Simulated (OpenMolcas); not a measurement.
# What dynamic correlation does to the levels of Ne4+

* Program: OpenMolcas
* Basis: ANO-RCC-VQZP [5s4p3d2f1g]
* Scalar Hamiltonian: DKH2, point nucleus
* Active space: 2 electrons in 3 orbitals (2p)
* State averaging: 2S+1 = 3 even, 3 roots; 2S+1 = 1 even, 6 roots
* Spin-orbit coupling: state interaction with AMFI integrals over the reference wave functions, term energies averaged over their components

Methods on the same reference wave functions:
A. CASSCF
B. SS-CASPT2, IPEA 0.25 Eh, imaginary shift 0.1 Eh (closed shells correlated: 1s 2s)
C. XMS-CASPT2, IPEA 0.25 Eh, imaginary shift 0.1 Eh (closed shells correlated: 1s 2s)

Energies in cm-1 above 2s2 2p2 3P0, the measured ground level; measured values from NIST levels in Podobedova, Fuhr, Reader and Wiese, J. Phys. Chem. Ref. Data 33, 525 (2004).

```csv
Level,A,B,C,Measured
2s2 2p2 3P0,0.0,0.0,0.0,0.0
2s2 2p2 3P1,402,404,404,412
2s2 2p2 3P2,1166,1168,1168,1110
2s2 2p2 1D2,32979,30630,30630,30292
2s2 2p2 1S0,80806,68420,69510,63914
```

Deviations, from unrounded energies. A percentage is the sum of absolute deviations over the sum of measured energies, with the sign that they share, or ± where signs differ.

```tsv
Against measurement	Levels	A	B	C
mean absolute deviation (cm-1)	4	4900	1200	1500
fine structure of the ground term (%)	2	±4.4	±4.4	±4.4
other terms of the ground configuration (%)	2	+20.8	+5.1	+6.3
```

B lies closest to measurement on these levels and A furthest from it. The largest miss of B in the table is 2s2 2p2 1S0, by +4500 cm-1. The ranking rests on the paired levels alone, and a cruder setting can come out closer through cancelling errors.

Between B and C the level of the table that moves most is 2s2 2p2 1S0, by 1100 cm-1 (lowest in B, highest in C). Moves below CASPT2's spread within the term are not significant.

The mean deviations of B to C differ by less than CASPT2's widest spread within a term (600 cm-1), so their order carries little weight.

From A to B the spin-free energies of the other terms of 2s2 2p2 shown, above 3P, scale by factors of 0.85 to 0.93.

The lowest spin-free term lies below A's lowest term by 0.118 hartree in B, 0.124 hartree in C.

CASPT2 breaks the degeneracy within a term, and the mean is taken; among the terms shown or strongly mixed into the levels shown the widest spread is 600 cm-1 (2s2 2p2 1D, C). With the s shell closed, the reference lacks s² → p² mixing. Measured partners are found by configuration, term and J. A level has none where our copy of the source lacks it or the pairing is in doubt (some pairs that miss far off the trend of their configuration count as doubtful), and it then counts in no deviation. Levels of configurations outside the active space are missing.
